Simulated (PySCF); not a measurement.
## Relaxation of triplet TiBr2

These are results of PySCF, UPBE, basis Ti def2-SVP, Br def2-SVP (no relativity, density fitting), not measurements. A (50,194) grid was used.

A hand-made linear start, of D∞h symmetry, held to at least that symmetry:

```xyz
3
charge 0 multiplicity 3, angstrom
Ti    0.0000    0.0000    0.0000
Br    0.0000    0.0000    2.5000
Br    0.0000    0.0000   -2.5000
```

Optimiser trace:
```csv
step,E − E(last) (kJ/mol),largest gradient (Eh/bohr)
0,14.44,0.02269
1,3.84,0.01249
2,0.14,0.00262
3,0.00,0.00028
4,0.00,0.00001
```

It ends at D∞h with Ti–Br 2.380 Å (×2); Br–Ti–Br 180.0°. A frequency run shows a minimum.

Other spin states or occupations of the open shell can lie lower.
